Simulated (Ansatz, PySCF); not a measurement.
Noncovalent pair: CH4OSe (SMILES CO[SeH]) (first 7 atoms) with CH4 (SMILES C); geometry from B3LYP-D3(BJ)/def2-TZVP, rigid monomers moved along the line of their centres of mass till O2···H12 is 2.45 Å.
(charge 0, multiplicity 1):
```xyz
12

C      1.835     0.806     0.802
O      0.438     0.769     0.523
Se    -0.241    -0.885     0.226
H      2.093     0.179     1.658
H      2.065     1.848     1.032
H      2.422     0.490    -0.065
H      0.169    -0.978    -1.196
C     -0.031    -0.029     3.682
H      0.224    -1.009     3.279
H     -0.896    -0.122     4.338
H      0.814     0.359     4.251
H     -0.263     0.651     2.864
```

Counterpoise-corrected where a basis set is named; no monomer relaxation. Rows marked so take none.

Rows in 6-31G* carry no dispersion term and start afresh at each structure (6-31G* with six Cartesian d functions); the Pople sets are all-electron and without relativity.

Programs: Ansatz (Gaussian basis) for Hartree–Fock, density functionals and correlated methods; PySCF for 6-31G* rows, the dispersion terms. 

Q: Predict the interaction energy from PBE-D3(BJ)/def2-TZVPPD.

A: -4 kJ/mol

Ansatz is a first-principles code.
